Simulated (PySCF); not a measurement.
Zn(Et)(OH) (C₂H₆OZn), SMILES C[CH2][Zn][OH]. Atoms are numbered in the order given.

```xyz
10

Zn     0.2795     0.1533     0.3537
C     -0.0894    -0.9584    -1.1977
C     -1.4600    -0.7384    -1.8536
H      0.0139    -2.0115    -0.8780
H      0.7165    -0.7908    -1.9349
H     -1.5812     0.2955    -2.2173
H     -2.2880    -0.9341    -1.1525
H     -1.6074    -1.4051    -2.7219
O      0.6029     1.0550     1.8589
H      0.8341     1.9868     1.7317
```
Charge 0, spin multiplicity 1.

Coordinates come from a TPSSh-D3(BJ)/def2-SVP optimisation. The isomer is the one that the SMILES or the coordinates give; other isomers of the formula were not compared. The values are those of a single conformer.

These are PySCF with TDA-M06-2X/def2-SVPD values and carry that method's errors.

Vertical excitations. 

| state | energy (eV) | λ (nm) | f | main pairs |
|---|---|---|---|---|
| S1 | 6.15 | 201 | 0.133 | HOMO→LUMO 86 % |
| S2 | 6.27 | 198 | 0.022 | HOMO−1→LUMO 86 % |
| S3 | 6.46 | 192 | 0.049 | HOMO→LUMO+1 52 %, HOMO→LUMO+2 39 % |
| S4 | 6.53 | 190 | 0.122 | HOMO→LUMO+2 49 %, HOMO→LUMO+1 39 % |
| S5 | 7.12 | 174 | 0.011 | HOMO−1→LUMO+1 83 % |
| S6 | 7.16 | 173 | 0.032 | HOMO−2→LUMO 50 %, HOMO−1→LUMO+2 28 %, HOMO→LUMO+3 7 % |
| S7 | 7.67 | 162 | 0.112 | HOMO→LUMO+3 37 %, HOMO−1→LUMO+2 28 %, HOMO−2→LUMO+1 16 % |
| S8 | 7.86 | 158 | 0.005 | HOMO→LUMO+3 43 %, HOMO−2→LUMO 21 %, HOMO−1→LUMO+2 10 %, HOMO−2→LUMO+1 8 % |
| S9 | 8.00 | 155 | 0.044 | HOMO−2→LUMO+2 77 % |
| S10 | 8.20 | 151 | 0.073 | HOMO−2→LUMO+1 44 %, HOMO−3→LUMO 16 %, HOMO−2→LUMO 10 %, HOMO−1→LUMO+2 8 % |
| T1 | 5.32 | 233 | 0 | HOMO→LUMO 87 % |
| T2 | 5.96 | 208 | 0 | HOMO−1→LUMO 66 %, HOMO→LUMO+2 18 % |
| T3 | 6.02 | 206 | 0 | HOMO→LUMO+1 84 % |
| T4 | 6.04 | 205 | 0 | HOMO→LUMO+2 68 %, HOMO−1→LUMO 19 % |
Triplets are in the Tamm–Dancoff approximation.
